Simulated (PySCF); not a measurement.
Species: C3H9NSi.
Cartesian coordinates in Å at the PBE0-D3(BJ)/def2-SVP level; atoms count from 1:
```
atom  x, y, z in Å
C1    -2.254   -0.012    0.299
N2    -1.107   -0.567   -0.381
Si3    0.353    0.281   -0.716
C4     1.525    0.599    0.685
C5     1.962   -0.527   -0.281
H6    -3.009    0.431   -0.378
H7    -2.764   -0.776    0.911
H8    -1.929    0.781    0.990
H9    -1.311   -1.396   -0.927
H10    0.360    1.263   -1.834
H11    2.138    1.507    0.690
H12    1.239    0.281    1.694
H13    1.948   -1.543    0.128
H14    2.853   -0.332   -0.890
```

Computed with PySCF 2.14.0, PBE0-D3(BJ)/def2-SVP geometry optimisation, gas phase.

Take the most abundant isotopes and a rigid rotor. The values belong to one conformer with, in the numbering `[CH3:1][NH:2][SiH:3]1[CH2:4][CH2:5]1`, C1–N2–Si3–C4 74°.

(1) Give the principal moments of inertia and the rotational constants in cm⁻¹.

(2) What kind of rotor is it?

(3) What does the inertial defect say?

(4) Predict some low-J microwave lines.

## Answers

(1) Ia = 54.66, Ib = 217.34, Ic = 229.92 u·Å²; 505379 MHz·u·Å²/I gives 9247, 2325 and 2198 MHz, that is A = 0.30843, B = 0.07756, C = 0.07332 cm⁻¹.

(2) A near-prolate asymmetric top; Ray's κ = -0.964.

(3) Not planar: Δ = Ic − Ia − Ib = -42.07 u·Å². For a rigid frame Δ = −2 Σ m c², so Σ m c² = 21.04 u·Å² lies off the ab plane: 9.53 from hydrogen and 11.50 from heavier atoms. The atom farthest from that plane is 1.82 Å away.

(4) The dipole components are |μa| = 1.25 D, |μb| = 0.34 D, |μc| = 0.37 D. The squared components, which scale the intensities, stand as 1.00 : 0.07 : 0.09 (a : b : c). Some lines, for components of 0.1 D or more:

```tsv
type	branch	J(Ka,Kc)	MHz	lower level (cm⁻¹)
b	Q	2(1,1) ← 2(0,2)	7178	0.453
a	R	2(0,2) ← 1(0,1)	9045	0.151
c	R	1(1,0) ← 0(0,0)	11572	0.000
a	R	3(1,3) ← 2(1,2)	13378	0.679
a	R	3(1,2) ← 2(1,1)	13760	0.692
a	R	4(3,2) ← 3(3,1)	18097	3.002
a	R	4(3,1) ← 3(3,0)	18097	3.002
b	R	3(1,3) ← 2(0,2)	20174	0.453
b	Q	2(2,0) ← 2(1,1)	20766	0.692
b	R	4(1,4) ← 3(0,3)	24446	0.905
c	R	4(1,3) ← 3(0,3)	25719	0.905
c	R	2(2,0) ← 1(1,0)	29940	0.386
b	R	3(2,2) ← 2(1,1)	34334	0.692
c	R	3(2,1) ← 2(1,1)	34343	0.692
b	Q	4(3,1) ← 4(2,2)	34905	2.442
c	R	4(2,3) ← 3(1,3)	39430	1.126
b	R	4(4,0) ← 3(3,1)	66988	3.002
```

Not checked by PBE0-D3(BJ)/def2-SVP frequencies. Constants of a rigid frame at the computed geometry: no zero-point averaging, no centrifugal distortion. A rigid rotor knows nothing of inversion at nitrogen or internal rotation, which can split or shift real lines. Quadrupole hyperfine structure (14N) is left out.

Time: 48 s; peak memory 0.51 GiB. Hardware: Arm Neoverse V1, one thread, shared host with 64 logical CPUs at a one-minute load of 37. That covers the optimisation of the geometry.
